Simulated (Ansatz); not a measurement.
`C=[CH][AlH][CH2][SiH3]` at its PBE0-D4/def2-TZVP geometry, where that method's forces vanish. Charge 0, multiplicity 1.

```xyz
14

C     0.8338   -0.9858    1.9706
C     1.6386   -1.0632    0.9069
Al    1.2936   -0.0083   -0.6860
C    -0.2134    1.2331   -0.6848
Si   -1.8624    0.4143   -0.9782
H     0.9889   -1.5719    2.8750
H    -0.0339   -0.3293    1.9902
H     2.4782   -1.7548    0.9831
H     2.1964   -0.1578   -1.9849
H    -0.0544    1.9766   -1.4738
H    -0.2684    1.7672    0.2707
H    -1.8014   -0.4738   -2.1751
H    -2.9656    1.3900   -1.2015
H    -2.2299   -0.4362    0.1878
```

Problem. What forces (eV/Å) does B3LYP-D4/def2-TZVPP give on these atoms in Ansatz? (An estimate is asked.)

Solution. Computed: 
```
C1  -0.096  0.002  0.136
C2   0.082 -0.039 -0.061
Al3  0.141 -0.015 -0.101
C4   0.029  0.084  0.010
Si5 -0.186 -0.067 -0.020
H6  -0.021  0.046 -0.055
H7   0.066 -0.059  0.016
H8  -0.048  0.041 -0.010
H9  -0.057  0.003  0.082
H10 -0.007 -0.026  0.056
H11  0.011 -0.017 -0.062
H12 -0.002  0.054  0.073
H13  0.063 -0.063  0.013
H14  0.024  0.055 -0.076
```

B3LYP here is the variant with VWN-RPA as its local correlation; programs differ in this.
